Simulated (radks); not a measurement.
Results of a calculation; reference values are marked as such.
Q: Neutral osmium: order these configurations by energy. Code: a radial shooting solver on a logarithmic mesh with Libxc functionals. Model: scalar-relativistic Kohn-Sham, LDA (Slater exchange, Perdew-Wang correlation), spin-polarised, spherical densities, finite nucleus; Fermi nuclear charge, rms radius of each element as measured or else 0.836 A^(1/3) + 0.57 fm. Open shells are filled with parallel spins first. [Xe] 4f14 5d5 6s2 6p1; [Xe] 4f14 5d6 6s1 6p1; [Xe] 4f14 5d6 6s2; [Xe] 4f14 5d7 6s1.

A: From the lowest, in eV above it: [Xe] 4f14 5d6 6s2 0.000; [Xe] 4f14 5d7 6s1 0.758; [Xe] 4f14 5d6 6s1 6p1 3.712; [Xe] 4f14 5d5 6s2 6p1 4.229.
